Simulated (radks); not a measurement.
Task: Valence configurations of Fe I (all share [Ar]). All-electron calculation, Dirac Kohn-Sham, BLYP, spin-unpolarised, spherical densities, finite nucleus; open shells fill j = l - 1/2 first; Fermi nuclear charge, rms radius 3.7377 fm. Program: a radial shooting solver on a logarithmic mesh with Libxc functionals. Order these by energy: 3d6 4s0.5 4p1.5; 3d8; 3d6 4s1 4p1; 3d7 4s1; 3d5 4s2 4p1; 3d5.5 4s2 4p0.5; 3d6 4p2; 3d6 4s1.5 4p0.5; 3d6 4s2; 3d4 4s2 4p2.

Result: From the lowest, in eV above it: 3d7 4s1 0.000; 3d6 4s2 0.666; 3d8 1.409; 3d6 4s1.5 4p0.5 2.669; 3d5.5 4s2 4p0.5 4.295; 3d6 4s1 4p1 4.751; 3d6 4s0.5 4p1.5 6.905; 3d6 4p2 9.123; 3d5 4s2 4p1 9.252; 3d4 4s2 4p2 23.578. NIST lists [Ar] 3d6 4s2 as the ground configuration; this level of theory puts 3d7 4s1 lower, by 0.666 eV. The energies are those of spherical spin-averaged densities, not of single terms.
